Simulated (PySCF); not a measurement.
## Working out the ionisation energy of Cu

Cu [Ar] 3d10 4s1 (2S) → Cu⁺ [Ar] 3d10 (1S). All numbers are calculated (PySCF 2.14, a scalar-relativistic core potential, in aug-cc-pwCVTZ-PP with ECP10MDF (8s8p7d4f3g, 122 functions)). Frozen: nothing. Energies in hartree (1 hartree = 27.21139 eV):

```csv
part,Cu (lower),Cu⁺ (upper)
UHF,-196.175945,-195.933940
MP2 opposite-spin,-0.703168,-0.679030
MP2 same-spin,-0.329044,-0.310658
```

**Question.** What does Hartree-Fock give?

**Answer.** (-195.933940) − (-196.175945) = 0.242005 hartree = 6.585 eV.

**Question.** What do MP2 and SCS-MP2 (6/5 opposite-spin, 1/3 same-spin) give?

**Answer.** The opposite-spin parts differ by 0.657 eV and the same-spin parts by 0.500 eV. MP2: 6.585 + (0.657) + (0.500) = 7.742 eV. SCS-MP2: 6.585 + 1.2 × (0.657) + (0.500)/3 = 7.540 eV.

Measured between the centres of the two terms (NIST): 7.726 eV, so MP2 (valence and next inner shell) is off by 0.016 eV.

What remains against the reference includes basis incompleteness and correlation beyond second order.
